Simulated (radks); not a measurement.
Dipole-allowed excitations along the series with 30 electrons in [Ar] 3d10 4s2. Method: scalar-relativistic Kohn-Sham, LDA (Slater exchange, VWN5 correlation), spin-polarised, spherical densities, finite nucleus; Fermi nuclear charge, rms radius of each element as measured or else 0.836 A^(1/3) + 0.57 fm; computed with a radial shooting solver on a logarithmic mesh with Libxc functionals. Time-dependent linear response with the Hartree and adiabatic LDA kernel, continuum included through the Sternheimer equations, no spin-orbit coupling, so fine structure and intercombination lines are absent. Lines are the poles of the dipole polarisability below minus the highest occupied eigenvalue, found on a grid refined at the orbital gaps; the lowest seven at most are given, and weak or close lines can be missed. The first line takes the name of the lowest orbital gap if no other gap lies below it; otherwise a line is named after a gap within 0.6 % of it, if that gap stands alone.

| species | -e(HOMO) (eV) | lowest orbital gap (eV) | first line (eV) | f | static alpha (bohr^3) |
|---|---|---|---|---|---|
| Rh15+ | 379.55 | 4s-4p 38.255 | 45.533 (4s-4p) | 1.30 | 0.5099 |
| Pd16+ | 419.63 | 4s-4p 40.806 | 48.430 (4s-4p) | 1.28 | 0.4442 |
| Ag17+ | 461.58 | 4s-4p 43.433 | 51.403 (4s-4p) | 1.27 | 0.3890 |
| Cd18+ | 505.41 | 4s-4p 46.141 | 54.458 (4s-4p) | 1.25 | 0.3423 |
| In19+ | 551.12 | 4s-4p 48.936 | 57.601 (4s-4p) | 1.24 | 0.3025 |
| Sn20+ | 598.73 | 4s-4p 51.824 | 60.837 (4s-4p) | 1.23 | 0.2683 |
